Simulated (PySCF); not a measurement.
Predicted microwave data (PySCF 2.14.0, PBE0-D3(BJ)/def2-SVP geometry optimisation, gas phase, def2 core potentials past Kr) for one isomer of C4H12Sn:

| Quantity | Value |
| --- | --- |
| Rotational constants | A = 2415, B = 2414, C = 2410 MHz |
| Dipole components | \|μa\| = 0.01 D, \|μb\| = 0.00 D, \|μc\| = 0.01 D |
| Inertial defect | -208.99 u·Å² |

Task: Which structure is it? (One computed conformer of each.)
A. `[H][Sn]([CH3])([CH3])[CH2]C` (SnHMe2Et)
B. SnH3(nBu), `[H][Sn]([H])([H])[CH2]CCC`
C. `[CH3][Sn]([CH3])([CH3])[CH3]` (SnMe4)
D. Sn(tBu)H3 (`[H][Sn]([H])([H])[C](C)(C)C`)

Result: C. It is [CH3][Sn]([CH3])([CH3])[CH3]. The candidates at the same level (rigid rotor, commonest isotopes):

```csv
SMILES,A (MHz),B (MHz),C (MHz),μa (D),μb (D),μc (D),Δ (u·Å²),point group,rotor
[H][Sn]([H])([H])[CH2]CCC,10324,780.3,760.1,0.92,0.09,0.21,-31.72,C1,near-prolate asymmetric top
[H][Sn]([CH3])([CH3])[CH2]C,3846,1917,1484,0.04,0.08,0.64,-54.58,C1,asymmetric top
[H][Sn]([H])([H])[C](C)(C)C,4257,1517,1517,0.96,0.00,0.00,-118.70,C3,prolate symmetric top
[CH3][Sn]([CH3])([CH3])[CH3],2415,2414,2410,0.01,0.00,0.01,-208.99,near Td,–
```

`[H][Sn]([H])([H])[C](C)(C)C` has A 76 % too high; `[H][Sn]([H])([H])[CH2]CCC` has A 328 % too high; `[H][Sn]([CH3])([CH3])[CH2]C` has A 59 % too high. No structure here is proved a minimum.
